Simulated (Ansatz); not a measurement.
`B[SiH](C)CF` + `CBN` → `CBNCF` + `B[SiH2]C`  (substitution at a C–Si bond)

Calculated with Ansatz (gas phase, PBE0-D4/def2-TZVP geometries, no zero-point term in ΔE). CCSD(T)/CBS adds triple-zeta CCSD(T) − MP2 to the extrapolated MP2 energy (def2 sets, frozen cores). Functionals use def2-TZVPP. B3LYP here is the variant with VWN-RPA as its local correlation; programs differ in this. Each species was taken in one conformer, which may not be the lowest.

Is it downhill or uphill in electronic energy at CCSD(T)/CBS, and by how much? (Best estimate.)

The calculation gave: Uphill: ΔE = +4.1 kcal/mol.

What do these levels give: r2SCAN-D4, PBE0, B3LYP, CCSD(T)/def2-TZVPP, SCS-MP2/def2-QZVPP, HF/CBS(def2)? (Best estimate.)

Computed: r2SCAN-D4 3.8, PBE0 3.2, B3LYP 3.3, CCSD(T)/def2-TZVPP 3.2, SCS-MP2/def2-QZVPP 3.6, HF/CBS(def2) 1.4 kcal/mol.

Largest T1 diagnostic among the species: 0.012.

In def2-TZVPP, CCSD(T) changes the Hartree–Fock value by +1.8 kcal/mol (the triples alone add +0.1 kcal/mol) and MP2 by +2.1 kcal/mol.
